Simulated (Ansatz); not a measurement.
Cost and result for the atomization energy of CH3FOSi, SMILES `CO[Si]F` (7 atoms, 6 bonds).

The species carries charge 0 and has multiplicity 1. Geometry: relaxed with PBE0-D4/def2-TZVP. It is one conformer, not always the lowest. Program: Ansatz. All runs use 2 threads of a server CPU on a shared host. Times are those of one run each, without the atoms' runs, and a repeat can differ threefold. Electronic energies, without spin–orbit coupling; frozen cores. CCSD(T)/CBS adds CCSD(T) − MP2 in def2-TZVPP to the MP2 limit, and its time is that of the two runs behind it. T1 = 0.014. B3LYP takes the VWN-RPA correlation (the form of Gaussian; ORCA's B3LYP/G). HSE06 is the plane-wave form, built on full-range PBE exchange.

CCSD(T)/CBS is a level of theory with its own doubt, some kJ/mol a heavy atom from the limit and from the frozen cores, so smaller differences don't rank the functionals.

```json
{"level": "BLYP-D4/def2-TZVPP", "functions": "177", "wall time": "1.1 s"}
{"level": "CCSD(T)/def2-SVP", "functions": "75", "wall time": "1.2 s"}
{"level": "PBE0-D4/def2-TZVPP", "functions": "177", "wall time": "1.2 s"}
{"level": "PBE-D4/def2-TZVPP (with forces)", "functions": "177", "wall time": "1.4 s"}
{"level": "HSE06-D4/def2-TZVPP", "functions": "177", "wall time": "1.5 s"}
{"level": "BHLYP-D4/def2-TZVPP", "functions": "177", "wall time": "1.5 s"}
{"level": "B3LYP-D4/def2-TZVPP (with forces)", "functions": "177", "wall time": "1.7 s"}
{"level": "CAM-B3LYP-D4/def2-TZVPP", "functions": "177", "wall time": "1.8 s"}
{"level": "B2PLYP/def2-TZVPP", "functions": "177", "wall time": "2.5 s"}
{"level": "ωB97X-V/def2-TZVPP", "functions": "177", "wall time": "3.4 s"}
{"level": "MP2/def2-QZVPP", "functions": "331", "wall time": "8.5 s"}
{"level": "CCSD(T)/def2-TZVPP", "functions": "177", "wall time": "15 s"}
{"level": "CCSD(T)/CBS(def2)", "functions": "–", "wall time": "24 s"}
```

(1) What atomization energy does each give, and how far from CCSD(T)/CBS? (Estimate.)

Answers

(1) The calculation gave: 
```tsv
level	atomization (kcal/mol)	difference from CCSD(T)/CBS	per bond
BLYP-D4/def2-TZVPP	664.6	1.2	0.2
CCSD(T)/def2-SVP	616.2	-47.2	-7.9
PBE0-D4/def2-TZVPP	656.2	-7.2	-1.2
PBE-D4/def2-TZVPP (with forces)	674.4	11.0	1.8
HSE06-D4/def2-TZVPP	656.7	-6.7	-1.1
BHLYP-D4/def2-TZVPP	635.4	-28.0	-4.7
B3LYP-D4/def2-TZVPP (with forces)	660.5	-2.9	-0.5
CAM-B3LYP-D4/def2-TZVPP	665.7	2.3	0.4
B2PLYP/def2-TZVPP	655.7	-7.7	-1.3
ωB97X-V/def2-TZVPP	662.8	-0.6	-0.1
MP2/def2-QZVPP	672.9	9.5	1.6
CCSD(T)/def2-TZVPP	644.0	-19.4	-3.2
CCSD(T)/CBS(def2)	663.4	0.0	0.0
```

From BLYP to BHLYP (50 % exact exchange), in def2-TZVPP and without D4, the atomization energy moves by −26.3 kcal/mol: exact exchange takes away binding that semilocal exchange gives to molecules. At CCSD(T), def2-SVP lies −47.2 kcal/mol from the extrapolated value and def2-TZVPP −19.4 kcal/mol: correlation converges slowly with the basis, and small sets miss more of it in the bonded molecule than in its fragments. Leaving LDA and LC-ωPBE aside and taking each functional with its dispersion term where it has one, the values spread over 39.0 kcal/mol, from BHLYP-D4 to PBE-D4. LDA lies +91.2 kcal/mol from PBE without D4, its usual overbinding.
